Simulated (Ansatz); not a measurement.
Consider the redistribution: `C[SiH2][BH][ZnH]` + `[CH3][Al]1[CH2][SiH2]1` → `C[SiH2][Al]1[CH2][SiH2]1` + `C[BH][ZnH]`.

Calculated with Ansatz (gas phase, PBE0-D4/def2-TZVP geometries, no zero-point term in ΔE). CCSD(T)/CBS adds triple-zeta CCSD(T) − MP2 to the extrapolated MP2 energy (def2 sets, frozen cores). Functionals use def2-TZVPP. B3LYP here is the variant with VWN-RPA as its local correlation; programs differ in this. For Zn outer-core shells are correlated without core-valence functions, which leaves a few kJ/mol of doubt a bond. Scalar relativity is left out up to krypton. One conformer a species, not always the lowest.

```tsv
level	ΔE (kJ/mol)	difference from CCSD(T)/CBS
r2SCAN-D4	-23.6	-3.2
PBE0-D4	-27.3	-6.9
B3LYP-D4	-23.2	-2.8
ωB97X-V	-21.5	-1.1
ωB97M-V	-18.6	1.8
PBE	-29.7	-9.3
B3LYP	-25.0	-4.6
HF/def2-TZVPP	-21.8	-1.4
SCS-MP2/def2-TZVPP	-20.4	0.0
CCSD/def2-TZVPP	-21.0	-0.6
CCSD(T)/def2-TZVPP	-21.5	-1.1
HF/def2-QZVPP	-21.5	-1.1
SCS-MP2/def2-QZVPP	-19.6	0.8
HF/CBS(def2)	-21.5	-1.1
MP2/CBS(def2)	-18.7	1.7
CCSD/CBS(def2)	-19.9	0.5
CCSD(T)/CBS	-20.4	0
```

Largest T1 diagnostic among the species: 0.014.
